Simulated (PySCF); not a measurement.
C3H9NSi, SMILES C/N=C/[SiH2]C.

The structure is a stationary point at r2SCAN-D4/def2-SVP. The structure was generated by enumeration; whether it is a known compound was not checked. Other conformers were not sampled.

Computed with r2SCAN/def2-TZVP in PySCF.

Isolated molecule, no solvent.

Computed frontier levels, gap, dipole moment and polarisability:
```yaml
highest_occupied_level: -5.96 eV
lowest_empty_level: -1.60 eV
orbital_gap: 4.37 eV
dipole_moment: 0.77 D
quadrupole, principal values (traceless, Buckingham form, about the centre of nuclear charge): -3.22, -1.87, 5.10 D·Å
mean_static_polarisability: 75.0 bohr³ (11.11 Å³)
polarisability_principal_values: 57.2, 73.3, 94.3 bohr³
```
